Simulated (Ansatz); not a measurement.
Gas-phase electronic energies from Ansatz, PBE0-D4/def2-TZVP geometries. CCSD(T)/CBS adds triple-zeta CCSD(T) − MP2 to the extrapolated MP2 energy (def2 sets, frozen cores). This one scheme is used for every species. Functionals use def2-TZVPP. def2 core potentials past Kr. For Sn outer-core shells are correlated without core-valence functions, which leaves a few kJ/mol of doubt a bond. Each species was taken in one conformer, which may not be the lowest.

Reaction (ligand exchange at the Sn–C bond): `[NH2][SnH2][CH2][SiH3]` + CH₃OH → `C[O][SnH2][NH2]` + `C[SiH3]`

```csv
level,ΔE (kcal/mol)
r2SCAN-D4,-9.4
PBE0-D4,-7.2
SCS-MP2/def2-TZVPP,-8.3
CCSD(T)/def2-TZVPP,-7.5
MP2/def2-QZVPP,-7.6
HF/CBS(def2),-11.7
MP2/CBS(def2),-7.7
CCSD/CBS(def2),-8.4
```

(1) What does CCSD(T)/CBS give? (An estimate is asked.)

Largest T1 diagnostic among the species: 0.013.

Results:

(1) The calculation gave: -8.1 kcal/mol. The listed levels differ from it by -1.3, 0.9, -0.2, 0.6, 0.5, -3.6, 0.4, -0.3 kcal/mol.

In def2-TZVPP, CCSD(T) changes the Hartree–Fock value by +3.8 kcal/mol (the triples alone add +0.3 kcal/mol) and MP2 by +4.1 kcal/mol. From PBE to PBE0 (25 % exact exchange), in def2-TZVPP and without D4, ΔE moves by +0.9 kcal/mol. The D4 term adds +1.3 kcal/mol with B3LYP and +0.7 kcal/mol with PBE0; it sums over pairs of atoms, weighted by their polarisabilities, and B3LYP, whose exchange is more repulsive, gets the larger term.

B3LYP here is the variant with VWN-RPA as its local correlation; programs differ in this.
